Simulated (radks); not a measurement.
Spherical jellium clusters: N electrons in a uniform positive sphere of charge N and radius rs N^(1/3), rs = 5.84 bohr. Calculated with a radial shooting solver with Libxc functionals: non-relativistic Kohn-Sham, LDA (Slater exchange, Perdew-Wang correlation), spin-polarised, spherical densities. Levels are named by radial order and angular momentum (1s, 1p, 1d, 2s, ...), and open shells are averaged over m.

N = 34, configuration 1s2 1p6 1d10 2s2 1f14. This is the lowest configuration that the search found. Occupied and some empty levels:

level  occupation  eigenvalue (eV)  <r> (bohr)
1s              2          -3.4088       10.50
1p              6          -3.0930       13.13
1d             10          -2.7329       14.51
2s              2          -2.6585       11.32
1f             14          -2.3089       15.44
2p              0          -2.0598       12.12
1g              0          -1.8207       16.21
2d              0          -1.4259       13.72

Energy (eV): total -61.3284, kinetic 29.795, external -1992.7, Hartree 996.10, exchange-correlation -92.135, background 997.59. Static polarisability (adiabatic kernel): 7892 bohr^3, against R^3 = 6772 for a classical metal sphere.
